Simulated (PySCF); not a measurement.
CH5ClOSi, SMILES O(C)[SiH2]Cl. Atoms are numbered in the order given.

```xyz
9

Si     0.6118     0.0957    -0.6497
Cl     0.9553     0.0762     1.4080
O     -0.8933    -0.5257    -0.9989
C     -2.1062     0.0447    -0.5336
H      1.5935    -0.8031    -1.3239
H      0.7281     1.5275    -1.0896
H     -2.2320     1.0966    -0.8797
H     -2.9491    -0.5544    -0.9326
H     -2.1627     0.0349     0.5776
```

The structure is a stationary point at PBE-D3(BJ)/def2-SVP. The values are those of a single conformer.

All values below come from PBE-D3(BJ)/def2-SVP run with PySCF.

Frequencies are harmonic and unscaled.

```
mode  ν (cm⁻¹)  IR (km/mol)  Raman (Å⁴/amu)  depolarisation    moving atoms (share of kinetic energy)
----  --------  -----------  --------------  --------------  ----------------------------------------
1           82          3.1             1.4            0.74  H 30 %, C 28 %, Cl 22 %, Si 10 %, O 10 %
2          105          0.4             0.3            0.72                                    H 91 %
3          184          6.5             1.0            0.50            O 33 %, H 29 %, C 23 %, Cl 8 %
4          291          7.4             2.0            0.75          O 54 %, Si 17 %, Cl 14 %, H 11 %
5          524         68.0             8.8            0.19                          Si 49 %, Cl 44 %
6          617         45.1             7.2            0.75                           H 77 %, Si 18 %
7          713         10.3            16.6            0.75                                    H 92 %
8          755         23.2            13.1            0.40           O 35 %, Si 26 %, H 22 %, C 17 %
9          879        284.6            13.4            0.49                           H 80 %, Si 17 %
10         913        117.3            13.1            0.72                                    H 92 %
11        1117        157.1             3.1            0.75                    O 38 %, C 32 %, H 28 %
12        1134          1.1             2.4            0.75                            H 76 %, C 19 %
13        1169         88.7             1.4            0.26                    H 50 %, O 25 %, C 23 %
14        1419          4.5            15.0            0.75                                    H 93 %
15        1422          1.4            10.3            0.73                                    H 92 %
16        1424         10.7            17.3            0.75                                    H 96 %
17        2169        105.6           136.5            0.16                                    H 97 %
18        2230         95.0           137.3            0.26                                    H 96 %
19        2927         59.0           132.0            0.02                                    H 97 %
20        3004         29.6            58.5            0.71                            H 90 %, C 10 %
21        3055         21.0           110.9            0.56                             H 91 %, C 9 %
```
